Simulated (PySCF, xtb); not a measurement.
CsBr, SMILES [Br][Cs].

Harmonic wavenumbers (cm⁻¹) from GFN2-xTB (xtb) at its own minimum, in rising order: 123.

What does PBE-D3(BJ)/def2-TZVPD run with PySCF give at its own minimum? (An estimate is asked for; the answer gives what the named calculation found.)

143. Paired by order, the mean absolute difference is 20 cm⁻¹ and the zero-point energies are 0.2 and 0.2 kcal/mol.
